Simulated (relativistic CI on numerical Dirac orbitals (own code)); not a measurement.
# Ligand-field terms of d7

Computed with a parametric ligand-field model of a d^n configuration (Racah B and C, spin-orbit zeta, crystal field), exact diagonalisation.

Field parameters in Wybourne normalisation: D3d B²₀ = −7Dσ, B⁴₀ = −14Dq − 21Dτ, B⁴₃ = −14√(10/7) Dq; Oh B⁴₀ = 21Dq, B⁴₄ = √(5/14) B⁴₀; Td as Oh with Dq negative (B⁴₀ = 21Dq, B⁴₄ = √(5/14) B⁴₀). The field is a parameter set, without covalency.

Q: Ground term and bands for B = 590, C = 2840, ζ = 0 cm⁻¹, D3d, 10Dq = 17800, Dσ = 1200, Dτ = 210 cm⁻¹?

A: Ground term 2E with 1.04 electrons in the two orbitals of the cubic e set. Spin-allowed: 2E 15341 cm⁻¹ (652 nm), 2A1 16581 cm⁻¹ (603 nm), 2E 17114 cm⁻¹ (584 nm), 2A2 17402 cm⁻¹ (575 nm). Lowest spin-forbidden: 4E 4064 cm⁻¹ (2461 nm), 4A2 8195 cm⁻¹ (1220 nm), 4E 21257 cm⁻¹ (470 nm).

Q: Ground term and bands for B = 720, C = 2780, ζ = 0 cm⁻¹, Oh, 10Dq = 8500 cm⁻¹?

A: Ground term 4T1 with 2.07 electrons in the two orbitals of the cubic e set. Spin-allowed: 4T2 7497 cm⁻¹ (1334 nm), 4A2 15997 cm⁻¹ (625 nm), 4T1 17293 cm⁻¹ (578 nm). Lowest spin-forbidden: 2E 5033 cm⁻¹ (1987 nm), 2T1 12097 cm⁻¹ (827 nm), 2T2 12412 cm⁻¹ (806 nm).

Q: A d7 ion in Oh symmetry has the ground term 4T1 and bands at 4T2 4349 cm⁻¹ (2299 nm), 2E 6021 cm⁻¹ (1661 nm), 4A2 9349 cm⁻¹ (1070 nm), 2T1 9942 cm⁻¹ (1006 nm), 2T2 10151 cm⁻¹ (985 nm), 4T1 11799 cm⁻¹ (848 nm). Which parameters reproduce them?

A: B = 540, C = 2360, ζ = 0 cm⁻¹, Oh, 10Dq = 5000 cm⁻¹.

Q: A d7 ion in Td symmetry has the ground term 4A2 and bands at 4T2 3800 cm⁻¹ (2632 nm), 4T1 6467 cm⁻¹ (1546 nm), 2E 11161 cm⁻¹ (896 nm), 2T1 11592 cm⁻¹ (863 nm), 4T1 13033 cm⁻¹ (767 nm), 2A1 13640 cm⁻¹ (733 nm). Which parameters reproduce them?

A: B = 540, C = 2560, ζ = 0 cm⁻¹, Td, 10Dq = -3800 cm⁻¹.

Q: Ground term and bands for B = 500, C = 1880, ζ = 0 cm⁻¹, Oh, 10Dq = 17800 cm⁻¹?

A: Ground term 2E with 1.02 electrons in the two orbitals of the cubic e set. Spin-allowed: 2T1 16419 cm⁻¹ (609 nm), 2T2 16830 cm⁻¹ (594 nm), 2T1 19853 cm⁻¹ (504 nm), 2T2 27470 cm⁻¹ (364 nm). Lowest spin-forbidden: 4T1 8447 cm⁻¹ (1184 nm), 4T2 25143 cm⁻¹ (398 nm), 4T1 31540 cm⁻¹ (317 nm).
